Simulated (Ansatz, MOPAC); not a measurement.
Torsion H3–B1–O2–H5 in BH3O (SMILES BO); at each angle all else is relaxed with GFN2-xTB, and the levels are single points there.
Geometry at 0° (charge 0, multiplicity 1):
| atom | x (Å) | y (Å) | z (Å) |
|---|---|---|---|
| B | -0.4393 | -0.0551 | 0.0440 |
| O | 0.8228 | -0.4102 | 0.2390 |
| H | -1.3001 | -0.8399 | -0.1517 |
| H | -0.6565 | 1.0960 | 0.0770 |
| H | 1.0330 | -1.3448 | 0.2180 |

On the grid 0° to 330°, 240° is the highest and 0° the lowest point at CCSD(T)/CBS(cc-pVTZ, cc-pVQZ).

Frozen-core correlation. CBS: X⁻³ extrapolation of the correlation energy, Hartree–Fock from the larger set. The state reached by AM1 isn't checked.

Programs: Ansatz (a program for electronic structure) with Gaussian orbitals; MOPAC for AM1 (differences of heats of formation). Each number belongs to the level named beside it.

Q: What energy at 240° less that at 0° does AM1 give?

A: 11.9 kcal/mol
